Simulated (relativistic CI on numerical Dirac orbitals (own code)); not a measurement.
## Hyperfine structure of Ni XII, mass number 61

Calculated at this level of theory: Dirac-Coulomb-Breit CI, orbitals from a KLI potential per configuration, QED by a radiative potential, unscaled Slater integrals (own radial code, finite nucleus).

Configuration list (outside the closed core [Ne]): 3s²3p⁵, 3s3p⁶, 3s²3p⁴3d, 3s3p⁵3d, 3p⁶3d, 3s3p⁴3d², 3s²3p⁴4s, 3s²3p⁴4p, 3s²3p³3d4p, 3p⁶4s, 3p⁶4p, 3s3p⁴3d4s, 3s²3p⁴4d, 3s²3p³3d4s, 3s²3p²3d²4s, 3s3p³3d²4s, 3s²3p²3d4s², 3s²3p²3d4s4p, 3s²3p²3d4s4d. Double excitations out of closed p, d and f shells are left out; levels of such configurations are missing from the list, as are those of other unlisted configurations, and high levels can miss mixing partners.

Nuclear spin I = 3/2, μ = -0.74965 μN, Q = 0.162 b (tables of Stone and Pyykkö). The electronic factors are computed for point nuclear moments, without core polarisation or the Bohr-Weisskopf and QED corrections.

| Level | E (eV) | A (MHz) | B (MHz) |
| --- | --- | --- | --- |
| 3s²3p⁵ ²P°3/2 | 0.0000 | -2774 | -1620 |
| 3s²3p⁵ ²P°1/2 | 2.9363 | -14280 |  |
| 3s3p⁶ ²S1/2 | 38.6797 | -39260 |  |
| 3s²3p⁴3d ⁴D5/2 | 53.7790 | -1662 | -405 |
| 3s²3p⁴3d ⁴D7/2 | 53.8408 | -947.5 | -1010 |
| 3s²3p⁴3d ⁴D3/2 | 53.9936 | -2429 | -42.9 |
| 3s²3p⁴3d ⁴D1/2 | 54.3103 | -4605 |  |
| 3s²3p⁴3d ⁴F9/2 | 58.1801 | -1570 | 1650 |

Levels with J = 0, under 50 % of one LS term, or S terms without an open s electron are left out. Small factors come from cancelling terms and can be off by tens of per cent or more.

At this charge energies of transitions that change n are usually good to better than 1 %, and those within a shell (Δn = 0) to a few per cent.

(1) Give the hyperfine levels of 3s²3p⁵ ²P°1/2 relative to its centre of gravity.

## Answers

(1) With K = F(F + 1) − I(I + 1) − J(J + 1), E = AK/2: F = 1: 17860, F = 2: -10710 MHz.
